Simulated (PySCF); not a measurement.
## Single point on LiAs⁺

State: ⁴Σ⁻ (quartet), unpaired electrons σ ↑, π ↑↑.

An equivalent input (the run itself took its basis sets from the Basis Set Exchange, started from a PBE0 density and held the occupation σ 9α 8β, πx 4α 3β, πy 4α 3β, δx 1α 1β, δy 1α 1β):

```python
from pyscf import gto, dft
mol = gto.M(atom='Li 0 0 0; As 0 0 2.742', basis={'Li': 'pcseg-2', 'As': 'pcseg-2'},
            charge=1, spin=3, verbose=4, symmetry='C2v')
mf = dft.UKS(mol, xc='HYB_MGGA_XC_R2SCAN0')
mf.grids.atom_grid = (80, 434)
mf.grids.prune = dft.gen_grid.treutler_prune
mf.irrep_nelec = {'A1': (10, 9), 'A2': (1, 1), 'B1': (4, 3), 'B2': (4, 3)}
mf.conv_tol = 1e-9
mf.max_cycle = 60
mf.diis_space = 10
mf.kernel()
```

The log (some set-up lines and the per-cycle HOMO/LUMO lines removed):

```
******** <class 'pyscf.dft.uks_symm.SymAdaptedUKS'> ********
method = SymAdaptedUKS
damping factor = 0
level_shift factor = 0
DIIS = <class 'pyscf.scf.diis.CDIIS'>
diis_start_cycle = 1
diis_space = 10
diis_damp = 0
SCF conv_tol = 1e-09
SCF conv_tol_grad = None
SCF max_cycles = 60
number electrons alpha = 19  beta = 16
Set gradient conv threshold to 3.16228e-05
init E= -2243.11796215359
cycle= 1 E= -2243.11828301237  delta_E= -0.000321  |g|= 0.02  |ddm|= 0.0527
cycle= 2 E= -2243.11831802973  delta_E= -3.5e-05  |g|= 0.0152  |ddm|= 0.0225
cycle= 3 E= -2243.11836038375  delta_E= -4.24e-05  |g|= 0.000337  |ddm|= 0.00821
cycle= 4 E= -2243.11836067591  delta_E= -2.92e-07  |g|= 0.000156  |ddm|= 0.00118
cycle= 5 E= -2243.11836071257  delta_E= -3.67e-08  |g|= 4.82e-05  |ddm|= 0.000282
cycle= 6 E= -2243.11836071953  delta_E= -6.97e-09  |g|= 1.1e-05  |ddm|= 0.000174
cycle= 7 E= -2243.11836071977  delta_E= -2.39e-10  |g|= 1.47e-06  |ddm|= 3.17e-05
Extra cycle  E= -2243.11836071977  delta_E= -2.73e-12  |g|= 8.15e-07  |ddm|= 3.73e-06
converged SCF energy = -2243.11836071977  <S^2> = 3.7508257  2S+1 = 4.0004128
```

Repeating this along the bond gives Re = 2.748 Å and ωe = 232 cm⁻¹.

A point of this curve took 0.78 CPU seconds beside 0.55 for the integrals, on Intel Xeon Platinum 8375C @ 2.90GHz (shared host).

Spin–orbit coupling is left out. The state is the lowest determinant that a PBE0 search found; another state may lie lower at other levels.
